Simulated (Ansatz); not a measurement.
Q: Name a neutral molecule of C, Se, Te and H with size of the dipole moment (ωB97M-V/def2-TZVPP) between 1.60 and 1.90 D and HOMO energy (PBE0/def2-TZVPP) between -6.40 and -6.10 eV (Ansatz, PBE0-D4/def2-TZVP geometry).

A: `CC([SeH])[TeH]` (1.64 D, -6.35 eV). Other molecules can fit too; these were computed, each in one conformer that needn't be the lowest.
